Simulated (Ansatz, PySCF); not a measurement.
C₄H₇ClSi, SMILES C=C=C(C)[SiH2]Cl. Atoms are numbered in the order given.

```xyz
13

C      3.1338     0.4844     0.0798
C      1.9517    -0.0781    -0.0159
C      0.7514    -0.6093    -0.1221
C      0.4257    -2.0481     0.2330
Si    -0.5905     0.5342    -0.7462
Cl    -2.1379     0.5816     0.6543
H      3.8364     0.4794    -0.7602
H      3.4559     0.9734     1.0053
H      0.0435    -2.5882    -0.6492
H     -0.3634    -2.0777     1.0015
H      1.3112    -2.5772     0.6121
H     -1.1882     0.0265    -2.0086
H     -0.0601     1.9048    -0.9260
```

Coordinates come from a TPSSh-D3(BJ)/def2-SVP optimisation. This is a generated structure with no PubChem entry under its InChIKey; it may be hypothetical. The values are those of a single conformer.

Vertical ionisation energy (IE) and electron affinity (EA) in eV. Rows of orbital energies are one-electron estimates. Where ΔSCF, EOM or ADC give a negative EA the extra electron is unbound and the value depends on the basis.

```
level                                                                       IE     EA
------------------------------------------------------------------------  ----  -----
−ε(HOMO), −ε(LUMO), B3LYP/def2-TZVP (PySCF)                                ___    ___
−ε(HOMO), −ε(LUMO), PBE/def2-TZVP (PySCF)                                 6.45   1.43
ΔSCF, CAM-B3LYP/def2-SVPD (Ansatz), final states of multiplicity 2 and 2  9.63  -1.09
ΔSCF, PBE/def2-SVPD (Ansatz), final states of multiplicity 2 and 2        9.23  -0.78
```

Question: What belongs in the gaps? (The exact figures need the calculation; the answer reports its results.)

Answer: 
- −ε(HOMO), −ε(LUMO), B3LYP/def2-TZVP (PySCF), IE: 7.37
- −ε(HOMO), −ε(LUMO), B3LYP/def2-TZVP (PySCF), EA: 0.69

Question: What vertical singlet–triplet gap does ΔSCF give with CAM-B3LYP/def2-SVPD (Ansatz, a first-principles code) and with PBE/def2-SVPD (Ansatz)? (The exact figures need the calculation; the answer reports its results.)

Answer: 4.59 and 4.39 eV (triplet above singlet where positive).
